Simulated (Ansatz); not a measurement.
Stepwise reaction of `[OH][Y]([Cl])[Cl]` with hydrogen fluoride, as a gas-phase model of exchange steps in deposition or etching. ΔE in kJ/mol; ΔG adds harmonic PBE0-D4 terms to CCSD(T)/CBS, at 1 bar.

Program: Ansatz. Geometries: PBE0-D4/def2-TZVP. ΔE: electronic, gas phase. CBS: MP2 limit from def2 TZ/QZ plus the TZ coupled-cluster correction, frozen cores. This one scheme is used for every species. DFT in def2-TZVPP. B3LYP here is the variant with VWN-RPA as its local correlation; programs differ in this. def2 core potentials past Kr. For Y outer-core shells are correlated without core-valence functions, which leaves a few kJ/mol of doubt a bond. One conformer a species, not always the lowest.

```
step                                            reaction  PBE-D4  B3LYP-D4  ωB97M-V  CCSD(T)/CBS  ΔG(600 K)
   2  `[OH][Y]([F])[Cl]` + H–F → `[OH][Y]([F])[F]` + HCl    -1.4       0.6      3.8          9.2        5.4
```

Problem. Give the row of step 1, `[OH][Y]([Cl])[Cl]` + H–F → `[OH][Y]([F])[Cl]` + HCl. (Estimate.)

Solution. The calculation gave: 
```tsv
step	reaction	PBE-D4	B3LYP-D4	ωB97M-V	CCSD(T)/CBS	ΔG(600 K)
1	`[OH][Y]([Cl])[Cl]` + H–F → `[OH][Y]([F])[Cl]` + HCl	-5.2	-3.3	-0.2	6.2	-4.2
```

Problem. By hand: ΔE of the 2 steps together at CCSD(T)/CBS.

Solution. (6.2) + (9.2) = 15.4 kJ/mol, or 7.7 kJ/mol a step.

In ΔE the steps differ by no more than 3.0 kJ/mol. All are uphill at CCSD(T)/CBS. ΔG lies between -4.2 and 5.4 kJ/mol a step. PBE-D4 differs from CCSD(T)/CBS by -11.4 to -10.6 kJ/mol a step. Isolated molecules leave out the surface, adducts and barriers. Largest T1 diagnostic: 0.015.
